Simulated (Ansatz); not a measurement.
C6H15InO3, SMILES `CC[O][In]([O]CC)[O]CC` from Hartree–Fock to CCSD(T)

```xyz
25

C    -0.197   -0.238   -2.993
C    -0.339   -1.610   -2.371
O    -0.833   -1.579   -1.052
In   -0.009   -0.429    0.328
O     1.586    0.661   -0.084
C     2.256    1.403    0.915
C     3.258    2.319    0.252
O    -0.719   -0.361    2.170
C    -1.910   -1.022    2.527
C    -3.063   -0.735    1.589
H     0.541    0.365   -2.450
H     0.141   -0.311   -4.030
H    -1.156    0.287   -2.983
H     0.627   -2.135   -2.415
H    -1.050   -2.208   -2.955
H     2.776    0.732    1.614
H     1.552    1.996    1.515
H     3.977    1.738   -0.331
H     2.753    3.014   -0.422
H     3.806    2.897    1.002
H    -1.750   -2.108    2.589
H    -2.165   -0.681    3.538
H    -3.256    0.340    1.538
H    -2.849   -1.105    0.579
H    -3.977   -1.229    1.930
```

Total charge 0; spin multiplicity 1. Correlated methods include outer-core shells of In, which these sets cover unevenly. In: def2 effective core potential. The structure was optimised at the PBE0-D4/def2-TZVP level. It is one conformer, not always the lowest. Frozen core, restricted reference, Ansatz 0.2.0.

```
     basis     HF (Eh)  MP2 corr.  CCSD corr.       (T)  CCSD(T) total
  def2-SVP           ?   -1.50830           ?  -0.04649              ?
def2-TZVPP  -649.93793   -2.05294    -2.11255         ?              ?
def2-QZVPP           ?   -2.36713           –         –              –
```

Q: Fill in the withheld values. (Estimate.)

A: Computed: def2-SVP HF (Eh): -649.39065; def2-SVP CCSD corr.: -1.60306; def2-SVP CCSD(T) total: -651.04020; def2-TZVPP (T): -0.08246; def2-TZVPP CCSD(T) total: -652.13294; def2-QZVPP HF (Eh): -649.96216.
